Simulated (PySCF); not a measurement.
Successive ionisation energies of one element at GMP2 (screened spin-orbit), starting from the ion with 17 electrons. Calculated with PySCF 2.14, two-component X2C-1e (Gaussian nucleus, no Breit or QED terms), each ion in its own even-tempered basis; GMP2 freezes the deep shells of the larger ions and drops the highest virtual spinors; eV.

4083.5, 4193.8, 4297.1, 4583.2, 4698.3, 4920.9, 5028.9, 11284.9, 11564.8, 11870.3, 12157.1, 13203.4

**Question.** Which element is it?

**Answer.** Gadolinium (Gd, Z = 64); the list starts at Gd(47+). The hydrogenic estimate 13.606 eV × (q + 1)²/n² with q = 47 and n = 3 gives 3483.1 eV for the first entry, a lower bound because the other electrons screen the nucleus only in part.
